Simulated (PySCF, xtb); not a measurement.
Ge(F)2(Cl)(NH2) (ClF2GeH2N), SMILES [F][Ge]([NH2])([Cl])[F].

GFN2-xTB (xtb) at its own geometry gives an orbital gap of 6.02 eV and a dipole moment of 3.63 D.

Coordinates come from a PBE-D3(BJ)/def2-SVP optimisation. This is a generated structure with no PubChem entry under its InChIKey; it may be hypothetical. Other conformers were not sampled.

### Question
What does CAM-B3LYP/def2-TZVP (PySCF) give? (Estimate from the structure and the level; the computed values follow.)

### Answer
gap 10.26 eV (levels -10.46 and -0.20 eV), dipole 3.08 D.
